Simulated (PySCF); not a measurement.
Dimer: NH3 (SMILES N) (first 4 atoms) with C2H3F (SMILES C=CF); geometry from B3LYP-D3(BJ)/def2-TZVP, rigid monomers moved along the line of their centres of mass till H2···F7 is 2.14 Å.
(charge 0, multiplicity 1):
```xyz
10

N     -0.0276    -0.0953     0.6433
H      0.6550     0.2467     1.3112
H      0.4178    -0.8251     0.0988
H     -0.2428     0.6662     0.0100
C     -1.0165    -0.3750     3.6719
C      0.0852     0.1418     4.1736
F      1.1078     0.5584     3.3840
H     -1.1525    -0.4895     2.6034
H     -1.7972    -0.6893     4.3496
H      0.3129     0.2960     5.2198
```

Monomers are frozen at their geometry in the pair; levels with a basis set take the counterpoise correction. Rows marked so take none.

Rows in 3-21G, 6-311+G**, 6-31G* carry no dispersion term and start afresh at each structure (6-31G* with six Cartesian d functions).

Programs: PySCF for 3-21G rows, 6-311+G** rows, 6-31G* rows. Each number belongs to the level named beside it.

Problem. Estimate the interaction energy that B3LYP/3-21G (no counterpoise) returns for this input.

Solution. -43 kJ/mol

Problem. Predict the interaction energy from BP86/6-31G* (no counterpoise).

Solution. -13 kJ/mol

Problem. What interaction energy does B3LYP/6-311+G** (no counterpoise) give?

Solution. -6 kJ/mol
